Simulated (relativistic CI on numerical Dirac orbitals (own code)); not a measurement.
# Zr3+: L2,3 absorption edge

Computed with this model: Dirac-Coulomb-Breit CI, separate exchange-only KLI orbitals for each configuration, model QED, valence Slater integrals scaled by 0.9, multiplet model of core-to-valence dipole absorption; configurations [Kr] 4d → [He] 2s2 2p5 3s2 3p6 3d10 4s2 4p6 4d2; 300 K; Lorentzian 1.6 eV and Gaussian 0.5 eV FWHM. Energies are those of the free ion, without screening or charge transfer. The branching ratio is the share of the lower-energy edge in the whole absorption, uncertain by about 0.02 where the edges overlap. S is read from ⟨S²⟩ = S(S + 1).

Field parameters in Wybourne normalisation: D3d B²₀ = −7Dσ, B⁴₀ = −14Dq − 21Dτ, B⁴₃ = −14√(10/7) Dq; D4h B²₀ = −7Ds, B⁴₀ = 21(Dq − Dt), B⁴₄ = 21√(5/14) Dq; Oh B⁴₀ = 21Dq, B⁴₄ = √(5/14) B⁴₀. The field is a parameter set, without covalency.

Peaks in eV (height, largest 100): 2227.8 (100), 2311.2 (31).

Q: Which surroundings give this spectrum?
A. Oh, 10Dq = 27850 cm⁻¹
B. D3d, 10Dq = 42100, Dσ = -1070, Dτ = 150 cm⁻¹
C. D4h, 10Dq = 21100, Ds = -60, Dt = -520 cm⁻¹
D. free ion

A: D. free ion, where the ground state has S = 0.50.
